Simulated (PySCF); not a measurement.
## TDDFT excited states: BCl2H2N

Species: BCl2(NH2).
SMILES: `NB(Cl)Cl`

Theory: PySCF 2.14.0, density-fitted response routines, TDDFT wB97X-D/def2-SVPD, vertical, gas phase, core orbitals frozen in the response. Geometry: PBE0-D3(BJ)/def2-SVP; no solvent, vibrations or thermal averaging.

| state | E (eV) | ν̃ (cm⁻¹) | f | \|μ\| (D) | symmetry | main configurations (H = HOMO, L = LUMO) |
| --- | --- | --- | --- | --- | --- | --- |
| S1 | 7.45 | 60070 | 0.0000 | 0.00 | – | H-1→L+1 (99%) |
| S2 | 7.68 | 61980 | 0.0040 | 0.37 | B1 or B2 | H→L (89%) |
| S3 | 7.87 | 63460 | 0.205 | 2.62 | A1 | H→L+1 (95%) |
| S4 | 8.11 | 65430 | 0.0000 | 0.03 | – | H-3→L+1 (99%) |
| S5 | 8.24 | 66480 | 0.057 | 1.35 | B1 or B2 | H-2→L+1 (76%), H-1→L (16%) |
| S6 | 8.30 | 66950 | 0.134 | 2.06 | B1 or B2 | H-1→L (74%), H-2→L+1 (18%) |
| S7 | 8.63 | 69650 | 0.0000 | 0.01 | – | H-2→L (85%) |
| S8 | 8.98 | 72400 | 0.184 | 2.32 | A1 | H-3→L (77%), H-1→L+3 (12%) |
| S9 | 9.00 | 72620 | 0.0000 | 0.01 | – | H→L+4 (78%) |
| S10 | 9.06 | 73070 | 0.050 | 1.21 | B1 or B2 | H→L+2 (63%) |

Triplets (Tamm–Dancoff): T1 6.42 eV, H→L+1 (93%); T2 7.32 eV, H-1→L+1 (98%); T3 7.52 eV, H→L (84%); T4 7.56 eV, H-2→L+1 (98%).

The lowest singlet comes at 166 nm (719 kJ/mol) in the vacuum ultraviolet; it is dark (f under 0.0005); its leading configuration is HOMO-1→LUMO+1 (99%). The strongest level in the table is S3 at 7.87 eV (158 nm, f = 0.205). Löwdin shares by element: HOMO nitrogen 50%, chlorine 33%, boron 10%; LUMO boron 61%, chlorine 20%, hydrogen 8% or more. The oscillator strengths of these states sum to 0.634; summed over the whole spectrum of an exact calculation they would give the number of electrons, 48 (Thomas–Reiche–Kuhn). Weighted by f, the mean energy of these states is 8.41 eV. The listed states span 1.61 eV. Symmetry labels in C2v follow from the direction of the transition dipole and are given only for states with f of 0.002 or more; B1 and B2 swap with the choice of axes. Singlets were solved by full linear response, triplets in the Tamm–Dancoff approximation.
